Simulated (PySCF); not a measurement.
Computed with ωB97X-D3(BJ)/def2-TZVP // PBE0-D3(BJ)/def2-TZVP run with PySCF 2.14.0. Gas-phase values, no solvent. Delta-SCF ions had no search for a lower state. 

Reference species (SMILES): `[Cl][GeH3]` (neutral, multiplicity 1).

The vertical ionisation energy (Delta-SCF) is 11.50 eV. The HOMO–LUMO gap comes out as 13.07 eV. The HOMO is -11.27 eV.

Changed species: `[GeH4]` (0 of 4 H replaced by Cl; the reference has 1 of 4 H replaced by Cl).

Problem. Give the shifts of the vertical ionisation energy (Delta-SCF), HOMO–LUMO gap and HOMO.

Solution. the vertical ionisation energy (Delta-SCF) increases by 1.05 eV, to 12.55 eV; the HOMO–LUMO gap increases by 2.15 eV, to 15.22 eV; the HOMO decreases by 0.93 eV, to -12.20 eV.
